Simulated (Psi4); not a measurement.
Conformational energy of SMILES c1(cc(ccc1)O)CC (C8H10O). Scanned: dihedral C1–C2–C3–C4; all other coordinates were relaxed at GFN2-xTB. Points at φ and −φ are mirror images.

Geometry of the scan point at -60° (Å):
```
19

C     -2.5403    -0.7940     0.5010
C     -1.8097    -0.1308    -0.6665
C     -0.3723     0.1638    -0.3371
C     -0.0455     1.0034     0.7235
C      1.2763     1.2500     1.0399
C      2.2949     0.6625     0.3102
C      1.9806    -0.1780    -0.7488
O      2.9405    -0.7832    -1.5030
C      0.6487    -0.4254    -1.0637
H     -2.5490    -0.1461     1.3732
H     -2.0481    -1.7254     0.7724
H     -3.5693    -1.0139     0.2253
H     -1.8573    -0.7814    -1.5410
H     -2.3189     0.8047    -0.9162
H     -0.8293     1.4779     1.2945
H      1.5216     1.9052     1.8630
H      3.3303     0.8554     0.5596
H      3.8138    -0.5305    -1.1803
H      0.4330    -1.0859    -1.8894
```

Method: PBE-D3(BJ)/def2-SVP // GFN2-xTB (Psi4 1.11).

Scanned values (°): -150, -120, -90, -60, -30, 0, 30, 60, 90, 120, 150, 180.

Question: Locate the minima and the barriers on this grid.

Answer: Lower than their neighbours: -90° (0.0 kcal/mol), 0° (0.6 kcal/mol), 90° (0.0 kcal/mol), 180° (0.4 kcal/mol). Higher than their neighbours: -150° (0.7 kcal/mol), -30° (0.8 kcal/mol), 30° (0.8 kcal/mol), 150° (0.7 kcal/mol). The whole profile spans 0.8 kcal/mol.
